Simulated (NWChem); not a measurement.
All runs are NWChem calculations. System: Ge, charge 0, spin multiplicity 3. Its SCF solution wasn't tested for a lower state. Level: UPBE/def2-TZVPD.

Job file:

```
start mol
memory heap 200 mb stack 900 mb global 1100 mb
geometry units angstroms nocenter noautoz
  Ge     0.000000     0.000000     0.000000
  symmetry group D2h
end
basis spherical
  * library def2-tzvpd
end
dft
  xc xpbe96 cpbe96
  odft
  mult 3
  semidirect memsize 60000000 filesize 0
  iterations 100
end
task dft energy
```

Output (cleaned and shortened):

```
             Northwest Computational Chemistry Package (NWChem) 7.3.0
             --------------------------------------------------------

                                NWChem Input Module
                                -------------------

 Scaling coordinates for geometry "geometry" by  1.889725989
 (inverse scale =  0.529177249)

                             Geometry "geometry" -> ""
                             -------------------------

 Output coordinates in angstroms (scale by  1.889725989 to convert to a.u.)

  No.       Tag          Charge          X              Y              Z
 ---- ---------------- ---------- -------------- -------------- --------------
    1 Ge                  32.0000     0.00000000     0.00000000     0.00000000

 Effective nuclear repulsion energy (a.u.)       0.0000000000

            Nuclear Dipole moment (a.u.)
            ----------------------------
        X                 Y               Z
 ---------------- ---------------- ----------------
     0.0000000000     0.0000000000     0.0000000000

      Symmetry information
      --------------------

 Group name             D2h
 Group number             26
 Group order               8
 No. of unique centers     1

      Symmetry unique atoms

     1


 Summary of "ao basis" -> "" (spherical)
 ------------------------------------------------------------------------------
       Tag                 Description            Shells   Functions and Types
 ---------------- ------------------------------  ------  ---------------------
 *                         def2-tzvpd                 on all atoms

  pbe96 is a nonlocal functional; adding pw91lda local functional.

                                 NWChem DFT Module
                                 -----------------

 Summary of "ao basis" -> "ao basis" (spherical)
 ------------------------------------------------------------------------------
       Tag                 Description            Shells   Functions and Types
 ---------------- ------------------------------  ------  ---------------------
 Ge                        def2-tzvpd               18       54   7s5p5d1f

 Summary of "ao basis" -> "ao basis" (spherical)
 ------------------------------------------------------------------------------
       Tag                 Description            Shells   Functions and Types
 ---------------- ------------------------------  ------  ---------------------
 Ge                        def2-tzvpd               18       54   7s5p5d1f

      Symmetry analysis of basis
      --------------------------

        ag         17
        au          1
        b1g         5
        b1u         7
        b2g         5
        b2u         7
        b3g         5
        b3u         7

            General Information
            -------------------
          SCF calculation type: DFT
          Wavefunction type:  spin polarized.
          No. of atoms     :     1
          No. of electrons :    32
           Alpha electrons :    17
            Beta electrons :    15
          Charge           :     0
          Spin multiplicity:     3
          Use of symmetry is: on ; symmetry adaption is: on
          Maximum number of iterations: 100
          AO basis - number of functions:    54
                     number of shells:    18
          Convergence on energy requested:  1.00D-06
          Convergence on density requested:  1.00D-05
          Convergence on gradient requested:  5.00D-04

              XC Information
              --------------
          PerdewBurkeErnzerhof Exchange Functional  1.000
            Perdew 1991 LDA Correlation Functional  1.000 local
           PerdewBurkeErnz. Correlation Functional  1.000 non-local

             Grid Information
             ----------------
          Grid used for XC integration:  medium
          Radial quadrature: Mura-Knowles
          Angular quadrature: Lebedev.
          Tag              B.-S. Rad. Rad. Pts. Rad. Cut. Ang. Pts.
          ---              ---------- --------- --------- ---------
          Ge                  1.25      112           7.0       590
          Grid pruning is: on
          Number of quadrature shells:   112
          Spatial weights used:  Erf1

          Convergence Information
          -----------------------
          Convergence aids based upon iterative change in
          total energy or number of iterations.
          Levelshifting, if invoked, occurs when the
          HOMO/LUMO gap drops below (HL_TOL):  1.00D-02
          DIIS, if invoked, will attempt to extrapolate
          using up to (NFOCK): 10 stored Fock matrices.

                    Damping( 0%)  Levelshifting(0.5)       DIIS
                  --------------- ------------------- ---------------
          dE  on:    start            ASAP                start
          dE off:    2 iters        100 iters           100 iters

      Screening Tolerance Information
      -------------------------------
          Density screening/tol_rho:  1.00D-10
          AO Gaussian exp screening on grid/accAOfunc:  14
          CD Gaussian exp screening on grid/accCDfunc:  20
          XC Gaussian exp screening on grid/accXCfunc:  20
          Schwarz screening/accCoul:  1.00D-08

      Superposition of Atomic Density Guess
      -------------------------------------

 Sum of atomic energies:       -2075.30631848

      Non-variational initial energy
      ------------------------------

 Total energy =   -2075.094471
 1-e energy   =   -2895.037226
 2-e energy   =     819.942755
 HOMO         =      -0.067158
 LUMO         =      -0.067158
[...]
                                                     4.25D-03  1.27D-01

 !! scf_movecs_sym_adapt:    2 vectors were symmetry contaminated

  Symmetry fudging

 !! scf_movecs_sym_adapt:    2 vectors were symmetry contaminated

  Symmetry fudging
 d= 0,ls=0.5,diis     2  -2076.5985121851 -2.18D-02  1.08D-03  2.56D-02     1.9
                                                     1.16D-03  2.79D-02

 !! scf_movecs_sym_adapt:    2 vectors were symmetry contaminated

  Symmetry fudging
 d= 0,ls=0.5,diis     3  -2076.6011850106 -2.67D-03  5.32D-04  5.44D-03     2.0
                                                     5.27D-04  4.83D-03
 d= 0,ls=0.5,diis     4  -2076.6019519006 -7.67D-04  1.12D-04  2.63D-05     2.0
                                                     1.13D-04  1.77D-05

 !! scf_movecs_sym_adapt:    2 vectors were symmetry contaminated

  Symmetry fudging
 d= 0,ls=0.5,diis     5  -2076.6019711573 -1.93D-05  5.13D-05  3.42D-06     2.1
                                                     6.09D-05  2.68D-06
  Resetting Diis
 d= 0,ls=0.5,diis     6  -2076.6019749265 -3.77D-06  2.63D-05  9.88D-07     2.2
                                                     3.46D-05  8.21D-07

 !! scf_movecs_sym_adapt:    2 vectors were symmetry contaminated

  Symmetry fudging

 !! scf_movecs_sym_adapt:    2 vectors were symmetry contaminated

  Symmetry fudging
 d= 0,ls=0.5,diis     7  -2076.6019759831 -1.06D-06  1.55D-05  2.43D-07     2.2
                                                     1.88D-05  2.05D-07
 d= 0,ls=0.5,diis     8  -2076.6019763022 -3.19D-07  7.58D-06  6.28D-08     2.3
                                                     1.18D-05  7.01D-08

 !! scf_movecs_sym_adapt:    4 vectors were symmetry contaminated

  Symmetry fudging
 d= 0,ls=0.5,diis     9  -2076.6019763614 -5.92D-08  3.73D-06  3.52D-08     2.3
                                                     6.63D-06  4.11D-08

         Total DFT energy =    -2076.601976377298
      One electron energy =    -2893.655279079966
           Coulomb energy =      895.691420586900
    Exchange-Corr. energy =      -78.638117884233
 Nuclear repulsion energy =        0.000000000000

 Numeric. integr. density =       32.000000000070

     Total iterative time =      1.6s

                  Occupations of the irreducible representations
                  ----------------------------------------------

                     irrep           alpha         beta
                     --------     --------     --------
                     ag                6.0          6.0
                     au                0.0          0.0
                     b1g               1.0          1.0
                     b1u               3.0          2.0
                     b2g               1.0          1.0
                     b2u               2.0          2.0
                     b3g               1.0          1.0
                     b3u               3.0          2.0

                    DFT Final Alpha Molecular Orbital Analysis
                    ------------------------------------------

 Vector   15  Occ=1.000000D+00  E=-4.307557D-01  Symmetry=ag
              MO Center=  4.9D-19, -1.4D-19,  2.1D-18, r^2= 1.5D+00
   Bfn.  Coefficient  Atom+Function         Bfn.  Coefficient  Atom+Function
  ----- ------------  ---------------      ----- ------------  ---------------
     5      0.706763  1 Ge s                  6      0.491673  1 Ge s
     4     -0.332649  1 Ge s                  3     -0.260882  1 Ge s
     2      0.117361  1 Ge s                  1     -0.036509  1 Ge s

 Vector   16  Occ=1.000000D+00  E=-1.582944D-01  Symmetry=b3u
              MO Center= -2.1D-17,  2.6D-19, -1.7D-32, r^2= 2.6D+00
   Bfn.  Coefficient  Atom+Function         Bfn.  Coefficient  Atom+Function
  ----- ------------  ---------------      ----- ------------  ---------------
    20      0.615641  1 Ge px                17      0.506624  1 Ge px
    11     -0.221208  1 Ge px                 8      0.085064  1 Ge px
    14     -0.051868  1 Ge px

 Vector   17  Occ=1.000000D+00  E=-1.582944D-01  Symmetry=b1u
              MO Center= -3.0D-32, -1.3D-19, -3.9D-17, r^2= 2.6D+00
   Bfn.  Coefficient  Atom+Function         Bfn.  Coefficient  Atom+Function
  ----- ------------  ---------------      ----- ------------  ---------------
    22      0.615641  1 Ge pz                19      0.506624  1 Ge pz
    13     -0.221208  1 Ge pz                10      0.085064  1 Ge pz
    16     -0.051868  1 Ge pz

 Vector   18  Occ=0.000000D+00  E=-1.531894D-01  Symmetry=b2u
              MO Center= -7.6D-16,  7.1D-15,  3.2D-16, r^2= 2.6D+00
   Bfn.  Coefficient  Atom+Function         Bfn.  Coefficient  Atom+Function
  ----- ------------  ---------------      ----- ------------  ---------------
    21      0.609591  1 Ge py                18      0.512304  1 Ge py
    12     -0.225224  1 Ge py                 9      0.086340  1 Ge py
    15     -0.049446  1 Ge py

 Vector   19  Occ=0.000000D+00  E= 8.101181D-03  Symmetry=ag
              MO Center= -6.2D-18,  7.0D-16, -3.8D-19, r^2= 9.0D+00
   Bfn.  Coefficient  Atom+Function         Bfn.  Coefficient  Atom+Function
  ----- ------------  ---------------      ----- ------------  ---------------
     7      2.048601  1 Ge s                  6     -1.505639  1 Ge s
     5     -0.199229  1 Ge s                  4      0.114959  1 Ge s
     3      0.112686  1 Ge s                  2     -0.042334  1 Ge s

 Vector   20  Occ=0.000000D+00  E= 6.912630D-02  Symmetry=ag
              MO Center= -1.1D-16, -5.5D-17, -1.1D-16, r^2= 8.4D+00
   Bfn.  Coefficient  Atom+Function         Bfn.  Coefficient  Atom+Function
  ----- ------------  ---------------      ----- ------------  ---------------
    45      0.858584  1 Ge d  0              47     -0.495702  1 Ge d  2
    35      0.125006  1 Ge d  0              37     -0.072172  1 Ge d  2
    25     -0.064975  1 Ge d  0              27      0.037513  1 Ge d  2
    40     -0.035536  1 Ge d  0              30     -0.034624  1 Ge d  0

                     DFT Final Beta Molecular Orbital Analysis
                     -----------------------------------------

 Vector   13  Occ=1.000000D+00  E=-1.090185D+00  Symmetry=b2g
              MO Center= -1.4D-16, -3.3D-17, -1.2D-16, r^2= 1.9D-01
   Bfn.  Coefficient  Atom+Function         Bfn.  Coefficient  Atom+Function
  ----- ------------  ---------------      ----- ------------  ---------------
    26      0.902844  1 Ge d  1              31      0.191173  1 Ge d  1

 Vector   14  Occ=1.000000D+00  E=-1.090185D+00  Symmetry=ag
              MO Center= -1.4D-17, -9.4D-18, -6.4D-18, r^2= 1.9D-01
   Bfn.  Coefficient  Atom+Function         Bfn.  Coefficient  Atom+Function
  ----- ------------  ---------------      ----- ------------  ---------------
    25      0.781886  1 Ge d  0              27     -0.451421  1 Ge d  2
    30      0.165561  1 Ge d  0              32     -0.095586  1 Ge d  2

 Vector   15  Occ=1.000000D+00  E=-3.798952D-01  Symmetry=ag
              MO Center=  1.6D-18, -8.2D-18,  2.9D-18, r^2= 1.5D+00
   Bfn.  Coefficient  Atom+Function         Bfn.  Coefficient  Atom+Function
  ----- ------------  ---------------      ----- ------------  ---------------
     5      0.731709  1 Ge s                  6      0.444778  1 Ge s
     4     -0.326401  1 Ge s                  3     -0.271254  1 Ge s
     2      0.117630  1 Ge s                  1     -0.037359  1 Ge s

 Vector   16  Occ=0.000000D+00  E=-1.261489D-01  Symmetry=b2u
              MO Center= -5.1D-15,  2.3D-13,  5.7D-15, r^2= 2.6D+00
   Bfn.  Coefficient  Atom+Function         Bfn.  Coefficient  Atom+Function
  ----- ------------  ---------------      ----- ------------  ---------------
    21      0.611509  1 Ge py                18      0.508699  1 Ge py
    12     -0.227844  1 Ge py                 9      0.086940  1 Ge py
    15     -0.045079  1 Ge py

 Vector   17  Occ=0.000000D+00  E=-9.222657D-02  Symmetry=b3u
              MO Center= -1.4D-19,  1.4D-28, -1.1D-17, r^2= 2.7D+00
   Bfn.  Coefficient  Atom+Function         Bfn.  Coefficient  Atom+Function
  ----- ------------  ---------------      ----- ------------  ---------------
    20      0.641368  1 Ge px                17      0.474475  1 Ge px
    11     -0.223300  1 Ge px                 8      0.084809  1 Ge px
    14     -0.038585  1 Ge px

 Vector   18  Occ=0.000000D+00  E=-9.222657D-02  Symmetry=b1u
              MO Center=  5.6D-17, -2.1D-28, -8.5D-18, r^2= 2.7D+00
   Bfn.  Coefficient  Atom+Function         Bfn.  Coefficient  Atom+Function
  ----- ------------  ---------------      ----- ------------  ---------------
    22      0.641368  1 Ge pz                19      0.474475  1 Ge pz
    13     -0.223300  1 Ge pz                10      0.084809  1 Ge pz
    16     -0.038585  1 Ge pz

   alpha - beta orbital overlaps
   -----------------------------

   alpha      1      2      3      4      5      6      7      8      9     10
    beta      1      2      3      4      5      6      7      8      9     10
 overlap   1.000  1.000  1.000  1.000  1.000  1.000  1.000  1.000  1.000  1.000

   alpha     11     12     13     14     15     16     17     18     19     20
    beta     11     12     13     14     15     17     18     16     19     23
 overlap   1.000  1.000  1.000  1.000  0.999  1.000  1.000  1.000  0.988  0.998

   alpha     21     22     23     24     25     26     27     28     29     30
    beta     24     21     22     20     28     27     25     31     32     29
 overlap   0.998  0.999  0.999  0.988  1.000  1.000  1.000  0.998  0.998  0.999

   alpha     31     32     33     34     35     36     37     38     39     40
    beta     30     26     33     40     41     35     36     42     43     44
 overlap   0.999  0.992  0.992  1.000  1.000  1.000  1.000  1.000  1.000  1.000

   alpha     41     42     43     44     45     46     47     48     49     50
    beta     45     34     38     39     37     47     48     46     49     50
 overlap   1.000  1.000  1.000  1.000  0.999  1.000  1.000  1.000  1.000  1.000

   alpha     51     52     53     54
    beta     51     52     53     54
 overlap   1.000  1.000  1.000  1.000

     --------------------------
     Expectation value of S2:
     --------------------------
      <S2> =      2.0021 (Exact =     2.0000)

 Task  times  cpu:        2.4s     wall:        2.4s

 Total times  cpu:        2.4s     wall:        2.4s
```
